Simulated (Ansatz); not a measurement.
One arrangement of a pair

The pair of Cl⁻ (SMILES [Cl-], atom 1) and SiH₄ (SMILES [SiH4], atoms 2–6), both closed shells, in one local arrangement (a lower one may exist), relaxed at PBE0-D4/def2-TZVPD:

```json
{"atom": "Cl1", "x (Å)": "0.1888", "y (Å)": "-0.1819", "z (Å)": "-3.3346"}
{"atom": "Si2", "x (Å)": "-0.0346", "y (Å)": "0.0333", "z (Å)": "0.6203"}
{"atom": "H3", "x (Å)": "0.8622", "y (Å)": "1.0856", "z (Å)": "1.1896"}
{"atom": "H4", "x (Å)": "0.3369", "y (Å)": "-1.2429", "z (Å)": "1.3058"}
{"atom": "H5", "x (Å)": "0.0621", "y (Å)": "-0.0618", "z (Å)": "-0.8675"}
{"atom": "H6", "x (Å)": "-1.4153", "y (Å)": "0.3677", "z (Å)": "1.0865"}
```

Computed with Ansatz 0.2.0 (basis: def2-TZVPPD, with def2-QZVPPD for the basis limit); correlated methods freeze the cores. B3LYP uses VWN-RPA correlation. Extrapolation: Hartree–Fock as exp(−7.88 √X), correlation as X^−2.97. Interaction energies count from these two fragments, frozen as in the pair, with the counterpoise correction; negative means bound.

(1) What is the interaction energy by CCSD(T) at an estimated basis limit (MP2 extrapolated from triple and quadruple zeta, plus CCSD(T) − MP2 in triple zeta)? (Judge from chemistry; the value comes from the calculation.)

(2) Which atoms make the shortest contact between the fragments?

T1 diagnostic: at most 0.012.

Answers

(1) By the calculation: -17.0 kJ/mol. Hartree–Fock alone gives -2.9 kJ/mol at the basis limit. It counts from the two fragments frozen as in the pair.

The same quantity by other methods in triple zeta, and each one's difference from that estimate:
```json
{"method": "PBE-D4", "E_int (kJ/mol)": "-25.3", "difference": "-8.3"}
{"method": "revPBE-D4", "E_int (kJ/mol)": "-25.3", "difference": "-8.3"}
{"method": "BLYP-D4", "E_int (kJ/mol)": "-22.3", "difference": "-5.4"}
{"method": "r2SCAN-D4", "E_int (kJ/mol)": "-19.6", "difference": "-2.6"}
{"method": "B97M-V", "E_int (kJ/mol)": "-20.0", "difference": "-3.0"}
{"method": "PBE0-D4", "E_int (kJ/mol)": "-22.0", "difference": "-5.0"}
{"method": "B3LYP-D4", "E_int (kJ/mol)": "-20.4", "difference": "-3.5"}
{"method": "HSE06-D4", "E_int (kJ/mol)": "-22.2", "difference": "-5.2"}
{"method": "wB97X-V", "E_int (kJ/mol)": "-16.3", "difference": "0.7"}
{"method": "wB97M-V", "E_int (kJ/mol)": "-17.0", "difference": "0.0"}
{"method": "B2PLYP", "E_int (kJ/mol)": "-14.0", "difference": "2.9"}
{"method": "HF", "E_int (kJ/mol)": "-2.8", "difference": "14.2"}
{"method": "MP2", "E_int (kJ/mol)": "-14.2", "difference": "2.8"}
{"method": "CCSD", "E_int (kJ/mol)": "-12.8", "difference": "4.2"}
{"method": "CCSD(T)", "E_int (kJ/mol)": "-14.6", "difference": "2.4"}
```
Differences are method less estimate.

(2) Cl1 and H5, 2.47 Å apart.

Energy to bend the free fragments (PBE0-D4 minima) into their shapes in the pair, CCSD(T)/def2-TZVPPD: SiH₄ 3.7 kJ/mol. This must be added to the interaction energy to get the binding energy from relaxed fragments.

Basis-set superposition shift (counterpoise-corrected less uncorrected): CCSD(T) 2.3; MP2 2.2; HF 0.2; PBE0-D4 0.3; wB97M-V 0.3 kJ/mol.

For scale, one of the runs: CCSD(T)/def2-TZVPPD, 167 basis functions, launched by `ansatz run in.yaml --threads 2 --pin off --events-out ev --progress --plain --max-ram 5222MiB`. Time: 13 s of wall clock on 2 CPU threads of an Intel Xeon Platinum 8259CL; the host was shared. Peak host memory: 1.2 GiB.
